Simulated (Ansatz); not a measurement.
## AlNO2: where a starting geometry ends

The starting geometry of this gas-phase singlet was optimised with GFN2-xTB.

```xyz
4

Al   -0.0948   -0.4253   -1.3426
N    -0.1355   -1.9857    0.1570
O     0.9552   -1.3512   -0.1638
O    -0.9193   -1.9932   -0.8826
```

Q: Predict what becomes of its bonds when it is optimised with PBE-D3(BJ)/def2-SVP.

A: A bond breaks, giving a structure given below by its coordinates. Distances that change by over a tenth: Al1–O3 (1.83 → 2.10 Å), Al1–O4 (1.83 → 2.10 Å). Contacts that open: Al1–N2 (2.16 → 2.53 Å).

The energy falls by 0.52 eV over 10 steps:

```json
{"step": "1", "E − E(last) (eV)": "0.524"}
{"step": "2", "E − E(last) (eV)": "0.325"}
{"step": "3", "E − E(last) (eV)": "0.047"}
{"step": "4", "E − E(last) (eV)": "0.006"}
{"step": "5", "E − E(last) (eV)": "0.002"}
{"step": "6", "E − E(last) (eV)": "0.001"}
{"step": "7", "E − E(last) (eV)": "0.000"}
{"step": "8", "E − E(last) (eV)": "0.000"}
{"step": "9", "E − E(last) (eV)": "0.000"}
{"step": "10", "E − E(last) (eV)": "0.000"}
```

Final geometry (Å):

```
atom    x (Å)    y (Å)    z (Å)
  Al  -0.0749  -0.2568  -1.5452
   N  -0.0685  -2.1491   0.1283
   O   0.9105  -1.3542  -0.0487
   O  -0.9615  -1.9953  -0.7665
```

Frequencies at the end are all real (lowest 103 cm⁻¹). Run with Ansatz 0.2.0, 30 s on 1 thread of AMD EPYC (Zen 3) (shared host).
